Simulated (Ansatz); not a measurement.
Ansatz (an electronic-structure program) job for dimethyl carbonate (C3H6O3), SMILES COC(=O)OC, PBE-D3(BJ)/def2-SVP. 

Ansatz 0.2 input:
```yaml
crystal:
  periodic: [false, false, false]
  atoms:
    - {symbol: C, position_ang: [2.31456293, 0.00000000, 0.01824882]}
    - {symbol: O, position_ang: [1.07761138, -0.00000000, 0.70510442]}
    - {symbol: C, position_ang: [0.00000000, -0.00000000, -0.07089927]}
    - {symbol: O, position_ang: [0.00000000, -0.00000000, -1.27323271]}
    - {symbol: O, position_ang: [-1.07761138, 0.00000000, 0.70510442]}
    - {symbol: C, position_ang: [-2.31456293, -0.00000000, 0.01824882]}
    - {symbol: H, position_ang: [2.41294297, 0.89240658, -0.61760049]}
    - {symbol: H, position_ang: [3.09250111, -0.00000000, 0.79050135]}
    - {symbol: H, position_ang: [2.41294297, -0.89240657, -0.61760049]}
    - {symbol: H, position_ang: [-3.09250111, 0.00000000, 0.79050135]}
    - {symbol: H, position_ang: [-2.41294297, -0.89240658, -0.61760049]}
    - {symbol: H, position_ang: [-2.41294297, 0.89240657, -0.61760049]}
basis:
  gaussian:
    orbitals: def2-SVP
hamiltonian:
  xc: pbe
  dispersion: d3bj
relax: {f_tol: 0.002, max_steps: 200}
```

Program output:

```
Functional definition: PBE
integrals: 0.05 GiB planned
1251 factors; their error is unknown
mean field: 0.32 GiB planned
mean field evaluation 1: about -9323.1129 eV, gradient 6.8e1 eV
mean field evaluation 2: about -9307.4184 eV, gradient 1.1e2 eV
mean field evaluation 4: about -9332.4927 eV, gradient 8.1e0 eV
mean field evaluation 8: about -9332.6170 eV, gradient 2.4e-1 eV
mean field evaluation 16: about -9332.5638 eV, gradient 3.1e-5 eV
mean field -9332.56380815 eV, -342.9653941106 hartree, gradient 2.3e-5 eV, S^2 0.000000; 0 other end points of the search recorded, 0 dependent functions left out
the calculation of the forces begins
reference -9332.56384264 eV, -342.9653953779 hartree; 24, 24 occupied and 90, 90 virtual orbitals, 1251 factors
relax step   1: F+E_penalty+E_count = -9332.76571585 eV  Δ(F+E_penalty+E_count) = +0.000e0 eV  max|allowed force component| = 1.404e0 eV/Å  Δτ_max = 0.0000 Å  (29 SCF iters, accepted)
these checks for a lower state are left out or cut short: starts, cluster_reference, orbital_swaps, neighbouring_geometries, increment
integrals: 0.05 GiB planned
1251 factors; their error is unknown
mean field: 0.32 GiB planned
mean field -9332.60169640 eV, -342.9667864779 hartree, gradient 2.0e-5 eV, S^2 0.000000; 0 other end points of the search recorded, 0 dependent functions left out
the calculation of the forces begins
reference -9332.60173099 eV, -342.9667877491 hartree; 24, 24 occupied and 90, 90 virtual orbitals, 1251 factors
relax step   2: F+E_penalty+E_count = -9332.80265238 eV  Δ(F+E_penalty+E_count) = -3.694e-2 eV  max|allowed force component| = 3.824e-1 eV/Å  Δτ_max = 0.0193 Å  (31 SCF iters, accepted)
these checks for a lower state are left out or cut short: starts, cluster_reference, orbital_swaps, neighbouring_geometries, increment
integrals: 0.05 GiB planned
1251 factors; their error is unknown
mean field: 0.32 GiB planned
mean field evaluation 32: about -9332.6073 eV, gradient 2.1e-5 eV
mean field -9332.60729893 eV, -342.9669923671 hartree, gradient 2.1e-5 eV, S^2 0.000000; 0 other end points of the search recorded, 0 dependent functions left out
the calculation of the forces begins
reference -9332.60733356 eV, -342.9669936398 hartree; 24, 24 occupied and 90, 90 virtual orbitals, 1251 factors
relax step   3: F+E_penalty+E_count = -9332.80787082 eV  Δ(F+E_penalty+E_count) = -5.218e-3 eV  max|allowed force component| = 1.581e-1 eV/Å  Δτ_max = 0.0085 Å  (32 SCF iters, accepted)
these checks for a lower state are left out or cut short: starts, cluster_reference, orbital_swaps, neighbouring_geometries, increment
integrals: 0.05 GiB planned
1251 factors; their error is unknown
mean field: 0.32 GiB planned
mean field -9332.60760222 eV, -342.9670035128 hartree, gradient 2.5e-5 eV, S^2 0.000000; 0 other end points of the search recorded, 0 dependent functions left out
the calculation of the forces begins
reference -9332.60763685 eV, -342.9670047855 hartree; 24, 24 occupied and 90, 90 virtual orbitals, 1251 factors
relax step   4: F+E_penalty+E_count = -9332.80820492 eV  Δ(F+E_penalty+E_count) = -3.341e-4 eV  max|allowed force component| = 3.980e-2 eV/Å  Δτ_max = 0.0022 Å  (25 SCF iters, accepted)
these checks for a lower state are left out or cut short: starts, cluster_reference, orbital_swaps, neighbouring_geometries, increment
integrals: 0.05 GiB planned
1251 factors; their error is unknown
mean field: 0.32 GiB planned
mean field -9332.60759273 eV, -342.9670031642 hartree, gradient 2.0e-5 eV, S^2 0.000000; 0 other end points of the search recorded, 0 dependent functions left out
the calculation of the forces begins
reference -9332.60762736 eV, -342.9670044369 hartree; 24, 24 occupied and 90, 90 virtual orbitals, 1251 factors
relax step   5: F+E_penalty+E_count = -9332.80824187 eV  Δ(F+E_penalty+E_count) = -3.696e-5 eV  max|allowed force component| = 7.393e-3 eV/Å  Δτ_max = 0.0015 Å  (24 SCF iters, accepted)
these checks for a lower state are left out or cut short: starts, cluster_reference, orbital_swaps, neighbouring_geometries, increment
integrals: 0.05 GiB planned
1251 factors; their error is unknown
mean field: 0.32 GiB planned
mean field -9332.60758807 eV, -342.9670029930 hartree, gradient 3.2e-5 eV, S^2 0.000000; 0 other end points of the search recorded, 0 dependent functions left out
the calculation of the forces begins
reference -9332.60762270 eV, -342.9670042656 hartree; 24, 24 occupied and 90, 90 virtual orbitals, 1251 factors
relax step   6: F+E_penalty+E_count = -9332.80824292 eV  Δ(F+E_penalty+E_count) = -1.050e-6 eV  max|allowed force component| = 9.598e-4 eV/Å  Δτ_max = 0.0002 Å  (21 SCF iters, accepted)
integrals: 0.05 GiB planned
1251 factors; their error is unknown
mean field: 0.32 GiB planned
mean field evaluation 64: about -9332.6619 eV, gradient 4.3e-2 eV
mean field -9332.60758807 eV, -342.9670029930 hartree, gradient 3.2e-5 eV, S^2 0.000000; 1 other end points of the search recorded, 0 dependent functions left out
the calculation of the forces begins
reference -9332.60762270 eV, -342.9670042656 hartree; 24, 24 occupied and 90, 90 virtual orbitals, 1251 factors
Total energy: -9332.80827755 eV, -342.9743781953 hartree
Atom 0 at     2.333239    -0.000000     0.019022 Å, force    -0.000087    -0.000000    -0.000048 eV/Å
Atom 1 at     1.087721    -0.000000     0.720998 Å, force    -0.000668    -0.000000     0.000026 eV/Å
Atom 2 at     0.000000    -0.000000    -0.073387 Å, force     0.000000    -0.000000     0.000073 eV/Å
Atom 3 at     0.000000     0.000000    -1.289001 Å, force    -0.000000     0.000000     0.000960 eV/Å
Atom 4 at    -1.087721    -0.000000     0.720998 Å, force     0.000668     0.000000     0.000026 eV/Å
Atom 5 at    -2.333239    -0.000000     0.019022 Å, force     0.000087     0.000000    -0.000048 eV/Å
Atom 6 at     2.429422     0.898775    -0.623685 Å, force     0.000251     0.000001    -0.000159 eV/Å
Atom 7 at     3.119351     0.000000     0.795132 Å, force     0.000245     0.000000    -0.000176 eV/Å
Atom 8 at     2.429422    -0.898775    -0.623685 Å, force     0.000251    -0.000001    -0.000159 eV/Å
Atom 9 at    -3.119351     0.000000     0.795132 Å, force    -0.000245    -0.000000    -0.000176 eV/Å
Atom 10 at    -2.429422    -0.898775    -0.623685 Å, force    -0.000251    -0.000001    -0.000159 eV/Å
Atom 11 at    -2.429422     0.898775    -0.623685 Å, force    -0.000251     0.000001    -0.000159 eV/Å
Dipole moment:    -0.000000    -0.000000     0.064592 e Å
```

The calculation finished and met its thresholds.

Cost: roughly 27 core-seconds.
